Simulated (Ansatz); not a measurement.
FGeH3SSi (`F[SiH]1[S][GeH2]1`), relaxed with RKS PBE-D4/def2-SVP in Ansatz 0.2.0 from a rough embedded geometry. The force threshold is 0.03 eV/Å; the program also tests the step.

Total charge 0; spin multiplicity 1.

Start:

```xyz
7

F     1.155   -0.141    2.085
Si    0.963    0.329    0.481
S     0.843   -1.328   -0.905
Ge   -1.073   -0.124   -0.471
H     1.657    1.537   -0.022
H    -2.031   -1.016    0.457
H    -1.514    0.741   -1.625
```

```
step  energy (eV)  largest force (eV/Å)  largest move (Å)
   1  -77963.8975                 1.276             0.000
   2  -77964.1687                 0.723             0.192
   3  -77964.1982                 0.739             0.077
   4  -77964.2063                 0.832             0.066
   5  -77964.2200                 0.072             0.027
   6  -77964.2203                 0.023             0.003
```

End:

```xyz
7

F     1.292   -0.049    2.043
Si    0.981    0.326    0.479
S     0.837   -1.279   -0.903
Ge   -1.120   -0.078   -0.393
H     1.844    1.503    0.149
H    -2.144   -1.010    0.297
H    -1.690    0.586   -1.671
```

It took 10 s on 2 threads of an AMD EPYC 7B13 on a shared host, with 0.17 GiB of host memory at the peak.
